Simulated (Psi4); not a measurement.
C3H7O2 (SMILES COC[CH]O), doublet, geometry from GFN2-xTB; CAM-B3LYP/def2-SVP in Psi4 1.11.

Psi4 was given this input:
```
memory 2 GB

molecule mol {
0 2
  C     1.946199    0.866066    0.188851
  O     0.590225    0.525837    0.289552
  C     0.156287   -0.354956   -0.726775
  C    -1.292303   -0.626430   -0.519255
  O    -1.820194   -0.492103    0.729644
  H     2.158635    1.375892   -0.758516
  H     2.161417    1.536776    1.018357
  H     2.585115   -0.023163    0.261287
  H     0.764059   -1.286754   -0.687474
  H     0.322604    0.087362   -1.724140
  H    -1.825344   -1.300667   -1.162321
  H    -1.187833    0.032603    1.242311
}

set basis def2-svp
set reference uks
set scf_type pk
set puream true
set d_convergence 1e-8
set dft_radial_points 99
set dft_spherical_points 590

energy('cam-b3lyp')
print_variables()
```

It wrote (shortened):

```
   => Loading Basis Set <=

    Name: DEF2-SVP
    Role: ORBITAL
    Keyword: BASIS

         ---------------------------------------------------------
                                   SCF
               by Justin Turney, Rob Parrish, Andy Simmonett
                          and Daniel G. A. Smith
                              UKS Reference
         ---------------------------------------------------------

  ==> Geometry <==

    Molecular point group: c1
    Full point group: C1

    Geometry (in Angstrom), charge = 0, multiplicity = 2:

       Center              X                  Y                   Z               Mass
    ------------   -----------------  -----------------  -----------------  -----------------
         C            2.011939129550     0.871648226813     0.164983303930    12.000000000000
         O            0.655965129550     0.531419226813     0.265684303930    15.994914619570
         C            0.222027129550    -0.349373773187    -0.750642696070    12.000000000000
         C           -1.226562870450    -0.620847773187    -0.543122696070    12.000000000000
         O           -1.754453870450    -0.486520773187     0.705776303930    15.994914619570
         H            2.224375129550     1.381474226813    -0.782383696070     1.007825032230
         H            2.227157129550     1.542358226813     0.994489303930     1.007825032230
         H            2.650855129550    -0.017580773187     0.237419303930     1.007825032230
         H            0.829799129550    -1.281171773187    -0.711341696070     1.007825032230
         H            0.388344129550     0.092944226813    -1.748007696070     1.007825032230
         H           -1.759603870450    -1.295084773187    -1.186188696070     1.007825032230
         H           -1.122092870450     0.038185226813     1.218443303930     1.007825032230

  Running in c1 symmetry.

  Rotational constants: A =      0.46774  B =      0.09774  C =      0.08389 [cm^-1]
  Rotational constants: A =  14022.43921  B =   2930.31823  C =   2515.04297 [MHz]
  Nuclear repulsion =  184.982305319881277

  Charge       = 0
  Multiplicity = 2
  Electrons    = 41
  Nalpha       = 21
  Nbeta        = 20

  ==> Algorithm <==

  SCF Algorithm Type is PK.
  DIIS enabled.
  MOM disabled.
  Fractional occupation disabled.
  Guess Type is SAD.
  Energy threshold   = 1.00e-06
  Density threshold  = 1.00e-08
  Integral threshold = 1.00e-12

  ==> Primary Basis <==

  Basis Set: DEF2-SVP
    Blend: DEF2-SVP
    Number of shells: 51
    Number of basis functions: 105
    Number of Cartesian functions: 110
    Spherical Harmonics?: true
    Max angular momentum: 2

  ==> DFT Potential <==

   => LibXC <=

    Version 7.1.2
    S. Lehtola, C. Steigemann, M. J. T. Oliveira, and M. A. L. Marques,  SoftwareX 7, 1–5 (2018) (10.1016/j.softx.2017.11.002)

   => Composite Functional: CAM-B3LYP <=

    CAM-B3LYP Hyb-GGA Exchange-Correlation Functional

    T. Yanai, D. P. Tew, and N. C. Handy,  Chem. Phys. Lett. 393, 51 (2004) (10.1016/j.cplett.2004.06.011)

    Deriv               =              1
    GGA                 =           TRUE
    Meta                =          FALSE

    Exchange Hybrid     =           TRUE
    MP2 Hybrid          =          FALSE

   => Exchange Functionals <=

    0.3500         Becke 88 [omega = 0.3300]
    0.4600   Short-range recipe for B88 functional - erf [omega = 0.3300]

   => Exact (HF) Exchange <=

    0.4600            HF,LR [omega = 0.3300]
    0.1900               HF

   => Correlation Functionals <=

    0.1900   Vosko, Wilk & Nusair (VWN5)
    0.8100   Lee, Yang & Parr

   => LibXC Density Thresholds  <==

    XC_HYB_GGA_XC_CAM_B3LYP:  1.00E-14

   => Molecular Quadrature <=

    Radial Scheme          =       TREUTLER
    Pruning Scheme         =           NONE
    Nuclear Scheme         =       TREUTLER

    Blocking Scheme        =         OCTREE
    BS radius alpha        =              1
    Pruning alpha          =              1
    Radial Points          =             99
    Spherical Points       =            590
    Total Points           =         657135
    Total Blocks           =           4632
    Max Points             =            256
    Max Functions          =            103
    Weights Tolerance      =       1.00E-15

  ==> Integral Setup <==

  Using in-core PK algorithm.
   Calculation information:
      Number of atoms:                  12
      Number of AO shells:              51
      Number of primitives:             95
      Number of atomic orbitals:       110
      Number of basis functions:       105

      Integral cutoff                 1.00e-12
      Number of threads:                 1

  Performing in-core PK
  Using 46462185 doubles for integral storage.
  We computed 801283 shell quartets total.
  Whereas there are 879801 unique shell quartets.

  Computing range-separated integrals for PK
  We computed 801283 wK shell quartets total.
  Whereas there are 879801 wK unique shell quartets.

  ==> DiskJK: Disk-Based J/K Matrices <==

    J tasked:                  Yes
    K tasked:                  Yes
    wK tasked:                 Yes
    Omega:               3.300E-01
    Schwarz Cutoff:          1E-12

  Minimum eigenvalue in the overlap matrix is 3.5559309026E-03.
  Reciprocal condition number of the overlap matrix is 6.1954144874E-04.
    Using symmetric orthogonalization.

  ==> Pre-Iterations <==

  SCF Guess: Superposition of Atomic Densities via on-the-fly atomic UHF (no occupation information).

   -------------------------
    Irrep   Nso     Nmo
   -------------------------
     A        105     105
   -------------------------
    Total     105     105
   -------------------------

  ==> Iterations <==

                        Total Energy        Delta E     RMS |[F,P]|

   @UKS iter SAD:  -267.93463419304203   -2.67935e+02   0.00000e+00
   @UKS iter   1:  -268.38710897808943   -4.52475e-01   5.90061e-03 DIIS/ADIIS
   @UKS iter   2:  -268.44306294320654   -5.59540e-02   5.43309e-03 DIIS/ADIIS
   @UKS iter   3:  -268.57264370218570   -1.29581e-01   8.87901e-04 DIIS/ADIIS
   @UKS iter   4:  -268.57585062867690   -3.20693e-03   2.36721e-04 DIIS/ADIIS
   @UKS iter   5:  -268.57617741581078   -3.26787e-04   4.73551e-05 DIIS
   @UKS iter   6:  -268.57619915289541   -2.17371e-05   1.20042e-05 DIIS
   @UKS iter   7:  -268.57620146145268   -2.30856e-06   6.61240e-06 DIIS
   @UKS iter   8:  -268.57620188115351   -4.19701e-07   1.73985e-06 DIIS
   @UKS iter   9:  -268.57620191925849   -3.81050e-08   7.35189e-07 DIIS
   @UKS iter  10:  -268.57620192328028   -4.02179e-09   3.91228e-07 DIIS
   @UKS iter  11:  -268.57620192434763   -1.06735e-09   9.12650e-08 DIIS
   @UKS iter  12:  -268.57620192443767   -9.00400e-11   3.55683e-08 DIIS
   @UKS iter  13:  -268.57620192444728   -9.60654e-12   1.27031e-08 DIIS
   @UKS iter  14:  -268.57620192445006   -2.78533e-12   3.36270e-09 DIIS
  Energy and wave function converged.

  ==> Post-Iterations <==

   Electrons on quadrature grid:
      Nalpha   =   20.9999991510 ; deviation = -8.490e-07
      Nbeta    =   19.9999990449 ; deviation = -9.551e-07
      Ntotal   =   40.9999981959 ; deviation = -1.804e-06

   @Spin Contamination Metric:   3.577754820E-03
   @S^2 Expected:                7.500000000E-01
   @S^2 Observed:                7.535777548E-01
   @S   Expected:                5.000000000E-01
   @S   Observed:                5.000000000E-01

    Orbital Energies [Eh]
    ---------------------

    Alpha Occupied:

[...]
    Alpha Virtual:

[...]
    Beta Occupied:

[...]
    Beta Virtual:

[...]
     105A      3.852367

    Final Occupation by Irrep:
              A
    DOCC [    20 ]
    SOCC [     1 ]
    NA   [    21 ]
    NB   [    20 ]

  @UKS Final Energy:  -268.57620192445006

   => Energetics <=

    Nuclear Repulsion Energy =            184.9823053198812772
    One-Electron Energy =                -731.8925303218692306
    Two-Electron Energy =                 304.4954487304520967
    DFT Exchange-Correlation Energy =     -26.1614256529141933
    Empirical Dispersion Energy =           0.0000000000000000
    VV10 Nonlocal Energy =                  0.0000000000000000
    Total Energy =                       -268.5762019244501175

  UHF NO Occupations:
  HONO-2 :   19  A 1.9995543
  HONO-1 :   20  A 1.9991202
  HONO-0 :   21  A 1.0000000
  LUNO+0 :   22  A 0.0008798
  LUNO+1 :   23  A 0.0004457
  LUNO+2 :   24  A 0.0001761
  LUNO+3 :   25  A 0.0001636

Computation Completed

Properties will be evaluated at   0.000000,   0.000000,   0.000000 [a0]

Properties computed using the SCF density matrix

 Multipole Moments:

 ------------------------------------------------------------------------------------
     Multipole            Electronic (a.u.)      Nuclear  (a.u.)        Total (a.u.)
 ------------------------------------------------------------------------------------

 L = 1.  Multiply by 2.5417464519 to convert [e a0] to [Debye]
 Dipole X            :         -4.0698338            5.0934626            1.0236288
 Dipole Y            :         -0.3613388            0.4325060            0.0711671
 Dipole Z            :          1.5931581           -1.8492435           -0.2560855
 Magnitude           :                                                    1.0575729

 ------------------------------------------------------------------------------------

  Variable Map:
  ----------------------------------------------------------------------------
[...]
  Array Variable Map:
  ----------------------------------------------------------------------------
[...]
[...]
```
